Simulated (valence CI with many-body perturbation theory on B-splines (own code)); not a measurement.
# Dy17+: calculated level list

Method: configuration interaction combined with many-body perturbation theory (CI+MBPT): three valence electrons over a frozen Dirac-Fock core [Kr] 4d10, a basis of 7 s, 7 p, 7 d, 7 f, 4 g, 2 h functions for each j, with the one-electron correlation potential Σ1, the two-electron term Σ2, the three-electron term Σ3, Breit, model QED; selected CI, second order for the rest, scaled by the run's own slope (own B-spline code, finite nucleus).

No measured spectrum was set against this ion. As an estimate, terms of the open shell hold to a few per cent of their energy, and close levels can change places.

Levels 181 to 225 of 244, with energies above the lowest level, (4f5/2^3) J=9/2. "Leading %" is the weight of the configuration and term that name the level; weights of strongly mixed levels are sums over their largest components and can fall short. In the jj column 3d3/2^4 stands for four electrons in 3d with j = 3/2. Lifetimes count E1, E2, E3, M1 and M2 decay at the calculated energies, and are blank where another channel may lead or the interval is too uncertain; long ones can be off by a factor of two.

```tsv
No.	Configuration	Term	J	E (eV)	Leading %	g	Second component	Lifetime	Leading jj
181	4f5p²	²F°	7/2	116.97	26	1.150	22 % 4f5p² ⁴D°	51.4 ps	4f7/2 5p1/2^2 (95 %)
182	4f²5d	⁴D	3/2	117.01	30	1.227	27 % 4f²5d ⁴P	6.48 ps	4f5/2 4f7/2 5d3/2 (92 %)
183	4f²5d	⁴H	9/2	117.09	41	1.076	30 % 4f²5d ⁴G	7.92 ps	4f5/2 4f7/2 5d3/2 (65 %)
184	4f²5d	⁴K	15/2	117.21	59	1.116	28 % 4f²5d ⁴I	10.0 ps	4f7/2^2 5d3/2 (57 %)
185	4f²5d	²G	7/2	117.27	50	1.044	28 % 4f²5d ⁴F	6.44 ps	4f5/2 4f7/2 5d3/2 (74 %)
186	4f²5d	²F	7/2	117.34	32	1.046	19 % 4f²5d ⁴F	6.62 ps	4f5/2 4f7/2 5d3/2 (49 %)
187	4f²5d	⁴H	11/2	117.40	39	1.050	24 % 4f²5d ²I	7.03 ps	4f5/2 4f7/2 5d5/2 (57 %)
188	4f²5d	⁴F	5/2	117.45	35	1.004	18 % 4f²5d ⁴G	6.31 ps	4f5/2 4f7/2 5d3/2 (83 %)
189	4f²5d	⁴H	13/2	117.53	30	1.105	28 % 4f²5d ²I	7.63 ps	4f5/2 4f7/2 5d5/2 (55 %)
190	4f²5d	⁴G	5/2	117.55	35	0.905	25 % 4f²5d ²F	7.51 ps	4f5/2^2 5d5/2 (56 %)
191	4f²5d	⁴G	9/2	117.60	45	1.066	22 % 4f²5d ⁴H	9.98 ps	4f5/2 4f7/2 5d5/2 (53 %)
192	4f²5d	⁴G	7/2	117.64	47	1.062	23 % 4f²5d ²F	7.35 ps	4f5/2 4f7/2 5d3/2 (63 %)
193	4f²5d	⁴H	11/2	117.97	46	1.063	29 % 4f²5d ²I	9.39 ps	4f5/2 4f7/2 5d5/2 (39 %)
194	4f²5d	⁴F	3/2	118.00	41	0.769	27 % 4f²5d ²D	8.05 ps	4f5/2^2 5d5/2 (84 %)
195	4f²5d	⁴I	15/2	118.10	54	1.147	39 % 4f²5d ⁴K	10.8 ps	4f5/2 4f7/2 5d5/2 (73 %)
196	4f²5d	⁴P	1/2	118.12	75	2.116	17 % 4f²5d ⁴D	8.46 ps	4f5/2^2 5d5/2 (74 %)
197	4f²5d	⁴F	9/2	118.21	59	1.199	14 % 4f²5d ²G	7.18 ps	4f7/2^2 5d3/2 (46 %)
198	4f²5d	²F	7/2	118.33	47	1.058	32 % 4f²5d ⁴G	8.50 ps	4f7/2^2 5d3/2 (58 %)
199	4f²5d	²I	13/2	118.45	43	1.105	36 % 4f²5d ⁴H	8.38 ps	4f5/2 4f7/2 5d5/2 (55 %)
200	4f²5d	⁴G	11/2	118.49	66	1.208	24 % 4f²5d ²H	9.80 ps	4f7/2^2 5d5/2 (57 %)
201	4f²5d	⁴D	3/2	118.56	35	1.084	26 % 4f²5d ⁴F	7.19 ps	4f5/2^2 5d5/2 (64 %)
202	4f²5d	⁴F	7/2	118.61	41	1.062	28 % 4f²5d ²G	7.86 ps	4f5/2 4f7/2 5d5/2 (60 %)
203	4f²5d	²F	5/2	118.63	37	1.156	31 % 4f²5d ⁴P	7.77 ps	4f7/2^2 5d3/2 (47 %)
204	4f²5d	²K	13/2	118.70	62	1.013	16 % 4f²5d ⁴H	7.75 ps	4f5/2 4f7/2 5d5/2 (37 %)
205	4f²5d	⁴D	5/2	118.82	42	1.130	26 % 4f²5d ⁴F	7.20 ps	4f5/2^2 5d5/2 (58 %)
206	4f²5d	²I	11/2	118.95	44	1.039	43 % 4f²5d ⁴H	7.00 ps	4f5/2 4f7/2 5d5/2 (47 %)
207	4f²5d	⁴G	9/2	119.03	64	1.135	16 % 4f²5d ²H	7.59 ps	4f7/2^2 5d3/2 (67 %)
208	4f²5d	⁴K	17/2	119.08	99	1.174		16.6 ps	4f7/2^2 5d5/2 (79 %)
209	4f²5d	⁴D	7/2	119.09	46	1.199	17 % 4f²5d ²G	7.60 ps	4f5/2 4f7/2 5d5/2 (69 %)
210	4f²5d	²G	9/2	119.18	36	1.110	17 % 4f²5d ²H	6.70 ps	4f5/2 4f7/2 5d5/2 (42 %)
211	4f²5d	⁴D	1/2	119.19	47	0.551	38 % 4f²5d ²P	7.39 ps	4f5/2 4f7/2 5d5/2 (91 %)
212	4f²5d	²D	5/2	119.21	30	1.065	28 % 4f²5d ⁴F	7.02 ps	4f5/2 4f7/2 5d5/2 (40 %)
213	4f²5d	²D	3/2	119.22	52	0.741	34 % 4f²5d ⁴F	8.04 ps	4f5/2 4f7/2 5d5/2 (59 %)
214	4f²5d	²P	3/2	119.37	46	1.253	22 % 4f²5d ⁴P	8.09 ps	4f5/2 4f7/2 5d5/2 (83 %)
215	4f²5d	⁴G	11/2	119.40	36	1.101	26 % 4f²5d ²I	7.80 ps	4f5/2 4f7/2 5d5/2 (62 %)
216	4f²5d	²G	7/2	119.41	49	0.987	11 % 4f²5d ⁴F	7.15 ps	4f5/2 4f7/2 5d5/2 (60 %)
217	4f²5d	⁴H	13/2	119.56	73	1.179	16 % 4f²5d ²I	11.3 ps	4f5/2 4f7/2 5d5/2 (52 %)
218	4f²5d	²D	5/2	119.61	41	1.156	29 % 4f²5d ⁴F	7.42 ps	4f5/2 4f7/2 5d5/2 (81 %)
219	4f²5d	⁴F	7/2	119.78	55	1.111	21 % 4f²5d ²G	7.30 ps	4f5/2 4f7/2 5d5/2 (69 %)
220	4f²5d	²P	1/2	119.78	47	1.448	31 % 4f²5d ²S	6.23 ps	4f5/2 4f7/2 5d3/2 (58 %)
221	4f²5d	²G	9/2	119.83	58	1.142	20 % 4f²5d ⁴F	8.01 ps	4f5/2 4f7/2 5d5/2 (48 %)
222	4f²5d	²K	15/2	119.91	76	1.084	17 % 4f²5d ⁴I	8.14 ps	4f7/2^2 5d5/2 (56 %)
223	4f²5d	²F	5/2	119.94	64	0.952	12 % 4f²5d ⁴F	7.87 ps	4f5/2 4f7/2 5d5/2 (42 %)
224	4f²5d	²G	9/2	120.10	51	1.042	24 % 4f²5d ²H	5.84 ps	4f5/2 4f7/2 5d5/2 (54 %)
225	4f²5d	²P	3/2	120.12	39	1.207	24 % 4f²5d ⁴P	5.73 ps	4f5/2 4f7/2 5d3/2 (44 %)
```

Where two levels of one J and parity lie close, their mixing, g and order are uncertain.
